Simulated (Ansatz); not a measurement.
The first iterations of a band of BF2GaGeH4 (9 atoms, charge 0, multiplicity 1).

Computed with Ansatz 0.2.0, RKS BLYP/def2-SVP.

| Property | Result |
| --- | --- |
| movable images | 7 |
| climbing image | yes |
| spring | 5.0 eV/Å² |
| optimiser | quadratic models (default) |
| start path | through a guess of the saddle point |
| force threshold | 0.05 eV/Å |
| iteration limit | 60 |
| end points | relaxed |

Image 0:

```xyz
9
Properties=species:S:1:pos:R:3
B -2.030 0.232 0.719
Ga -0.635 -0.852 -0.360
Ge 1.702 0.088 -0.406
F 2.195 0.325 1.283
F 1.564 1.737 -1.053
H -2.662 1.126 0.197
H -2.198 0.024 1.903
H -0.804 -2.200 -1.183
H 2.956 -0.526 -1.116
```

Image 8:

```xyz
9
Properties=species:S:1:pos:R:3
B -2.356 -0.425 0.411
Ga -0.329 0.039 0.419
Ge 2.125 0.251 -0.430
F 3.001 0.474 1.101
F 2.210 1.843 -1.209
H -2.799 0.567 -0.151
H -2.779 -0.753 1.500
H -2.008 -1.343 -0.357
H 3.024 -0.698 -1.300
```

| iteration | highest image above the first end (eV) | largest band force component (eV/Å) |
| --- | --- | --- |
| 1 | 5.649 | 12.098 |
| 2 | 3.118 | 5.644 |
| 3 | 1.889 | 2.358 |
| 4 | 1.075 | 1.773 |
| 5 | 0.877 | 1.300 |
| 6 | 0.616 | 0.648 |
| 7 | 0.509 | 0.731 |

Q: Does the band converge within its limit, and where does its top end?

A: The forces met the threshold. It ended after 21 iterations with the highest image 0.340 eV above the first end. A vibrational analysis at the climbing image gives one clearly imaginary mode, 350i cm⁻¹, and a faint second one (25i cm⁻¹) that may be numerical noise or a soft torsion: probably a first-order saddle point. The orbitals stay closed-shell, which can raise the energy where a bond breaks towards radicals; this wasn't checked here.

The run took 6.4 min on 2 threads of Arm Neoverse V1, with other jobs on the host, peak memory 0.19 GiB.
